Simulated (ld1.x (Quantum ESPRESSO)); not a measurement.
**What one change does to a pseudopotential (oxygen (O), RRKJ)**

ld1.x (Quantum ESPRESSO) 7.5 input, shortened:

```
&input
   title='O', zed=8., rel=0, dft='PBE', iswitch=3,
   config='[He] 2s2 2p4 3d-2'
 /
 &inputp
   pseudotype=2, tm=.false., lloc=-2, rcloc=0.75,
   nlcc=.true.
 /
3
2S  1  0   2.00   0.00  0.70  0.70  0.0
2P  2  1   4.00   0.00  1.00  1.00  0.0
3D  3  2  -2.00  -0.05  0.90  0.90  0.0
 &test
   configts(1)='2s2 2p4'
 /
```

All-electron outer shells of the reference configuration (PBE, non-relativistic, ld1.x):

```
shell  level (eV)  outermost node (bohr)  outermost maximum (bohr)
   2s      -23.91                   0.28                      0.87
   2p       -9.04                      –                      0.82
```

Change: wave 2s (bound): rc 0.70 bohr becomes 2s (bound): rc 0.78 bohr.

Cutoffs: the cutoffs (Ry, on a coarse ladder) from which the occupation-weighted sum of valence levels, in a spherical-Bessel basis at the reference potential, stays within 10 and 1 mRy of its value at 400 Ry; they do not see the model core or the augmentation charge, which bear on the density cutoff. Errors are all-electron minus pseudo energies relative to the spin-unpolarised reference configuration.

Problem. What does the change do?

Solution. The potential gets harder (100 Ry and 140 Ry → 120 Ry and 160 Ry); of the 7 tests that both files solve, the error grows in 0 and shrinks in 3 by more than 15 % and 0.3 meV (median size 6.3 → 4.1 meV); neither file shows a bound ghost. That the errors move this way runs against the usual rule that smaller radii transfer better.

| quantity | base | changed |
| --- | --- | --- |
| cutoff, loose | 100 Ry | 120 Ry |
| cutoff, tight | 140 Ry | 160 Ry |
| loose cutoff by channel (10 mRy a level) | s 80 Ry, p 90 Ry | s 100 Ry, p 90 Ry |
| bound ghosts | none | none |
| error for 2s2 2p3, meV [ΔE 16.44 eV] | +2.7 | +2.1 |
| error for 2s2 2p2, meV [ΔE 50.03 eV] | +33 | +28 |
| error for 2s2 2p1, meV [ΔE 103.90 eV] | +168 | +150 |
| error for 2s2 2p0, meV [ΔE 180.81 eV] | +583 | +534 |
| error for 2s2 2p3.5, meV [ΔE 6.29 eV] | +0.3 | +0.2 |
| error for 2s2 2p4.3, meV [ΔE -2.12 eV] | 0.0 | 0.0 |
| error for 2s1 2p5, meV [ΔE 14.90 eV] | +6.3 | +4.1 |
| s: phases at 1.09 bohr within 0.05 rad from the reference energy up to (Ry; the scan ends near 5) | to the end of the scan | to the end of the scan |
| p: phases at 1.09 bohr within 0.05 rad from the reference energy up to (Ry; the scan ends near 5) | to the end of the scan | to the end of the scan |
| d: phases at 1.09 bohr within 0.05 rad from the reference energy up to (Ry; the scan ends near 5) | to the end of the scan | to the end of the scan |
